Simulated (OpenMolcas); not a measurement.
## 3s2 3p2 along the 14-electron sequence

| Quantity | Value |
| --- | --- |
| Program | OpenMolcas |
| Method | SS-CASPT2, IPEA 0.25 Eh, imaginary shift 0.1 Eh |
| Basis | ANO-RCC-VQZP |
| Scalar Hamiltonian | DKH2, point nucleus |
| Spin-orbit coupling | state interaction with AMFI integrals over the reference wave functions, term energies averaged over their components |

Active space for each ion: 4 electrons in 4 orbitals (3s 3p); closed shells correlated by CASPT2: 2s 2p.

Computed levels in cm-1 above 3P0:

```csv
Level,Si,P+,S2+,Cl3+,Ar4+
3P1,66.7,144,264,439,692
3P2,193,411,740,1206,1851
1D2,5580,8150,10620,13120,15620
1S0,13440,19630,25290,30790,36160
weight of 3P in the lowest level (%),100,100,100,100,100
```

Measured, with the error of the calculation in %. Measured levels: Si, P+ from NIST Handbook of Basic Atomic Spectroscopic Data; S2+ from NIST levels in Podobedova, Kelleher and Wiese, J. Phys. Chem. Ref. Data 38, 171 (2009); Cl3+ from Moore, Atomic Energy Levels, vol. I, NSRDS-NBS 35 (1971 reprint of NBS Circular 467, 1949); Ar4+ from Saloman, J. Phys. Chem. Ref. Data 39, 033101 (2010).

```csv
Level,Si,P+,S2+,Cl3+,Ar4+
3P1,77.1 (-13.5),165 (-12.8),299 (-11.6),491 (-10.5),763 (-9.3)
3P2,223 (-13.3),469 (-12.4),833 (-11.2),1341 (-10.1),2029 (-8.7)
1D2,6299 (-11.5),8882 (-8.3),11323 (-6.2),13766 (-4.7),16299 (-4.1)
1S0,15394 (-12.7),21576 (-9.0),27161 (-6.9),32550 (-5.4),37912 (-4.6)
```

The fine-structure level 3P2 changes by a factor of 9.59 from Si to Ar4+. Its fourth root runs 3.73, 4.50, 5.22, 5.89, 6.56, with steps per unit of Z of 0.78, 0.71, 0.68, 0.67; equal steps would mean a (Z - σ)^4 law with constant σ.

1D2 changes by a factor of 2.8 over the same range, with steps per unit of Z of +2570, +2470, +2500, +2500 cm-1.

CASPT2 breaks the degeneracy within a term, and the mean is taken; among the terms shown or strongly mixed into the levels shown the widest spread is 24 cm-1 (3s2 3p2 1D, Ar4+). Over all roots computed the reference weight is 0.86 to 0.98 in Si, 0.85 to 0.98 in P+, 0.85 to 0.99 in S2+, 0.86 to 0.99 in Cl3+, 0.86 to 0.99 in Ar4+; the roots of lowest weight are the least certain, and an intruder state may touch them. Measured partners are found by configuration, term and J. A level has none where our copy of the source lacks it or the pairing is in doubt (some pairs that miss far off the trend of their configuration count as doubtful), and it then counts in no deviation. Levels of configurations outside the active space are missing.
